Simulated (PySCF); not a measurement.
Sb(F)(OH)2 (FH2O2Sb), SMILES [OH][Sb]([OH])[F].

Geometry: B3LYP-D3(BJ)/def2-SVP. The def2 effective core potentials stand for the cores of Sb; spin–orbit coupling is left out. Other conformers were not sampled.

Level of theory: B3LYP-D3(BJ)/def2-SVP (PySCF).

Frequencies are harmonic and unscaled.

Computed normal modes with their intensities:
| mode | ν (cm⁻¹) | IR (km/mol) | Raman (Å⁴/amu) | depolarisation | moving atoms (share of kinetic energy) |
|---|---|---|---|---|---|
| 1 | 92 | 29.2 | 3.6 | 0.74 | H 42 %, O 41 %, F 14 % |
| 2 | 180 | 19.4 | 2.2 | 0.74 | O 39 %, F 37 %, H 18 % |
| 3 | 222 | 34.2 | 2.1 | 0.67 | O 49 %, F 25 %, Sb 17 %, H 10 % |
| 4 | 290 | 80.2 | 3.4 | 0.67 | H 63 %, O 24 %, F 11 % |
| 5 | 307 | 137.3 | 1.7 | 0.73 | H 75 %, O 23 % |
| 6 | 604 | 76.2 | 5.3 | 0.75 | F 66 %, O 20 %, Sb 13 % |
| 7 | 618 | 125.1 | 8.3 | 0.71 | O 77 %, Sb 14 % |
| 8 | 631 | 55.8 | 16.1 | 0.03 | O 77 %, F 13 %, Sb 10 % |
| 9 | 816 | 64.6 | 1.8 | 0.75 | H 92 % |
| 10 | 858 | 25.2 | 0.8 | 0.64 | H 89 %, O 8 % |
| 11 | 3780 | 68.3 | 87.6 | 0.28 | H 94 % |
| 12 | 3791 | 69.7 | 117.5 | 0.25 | H 94 % |
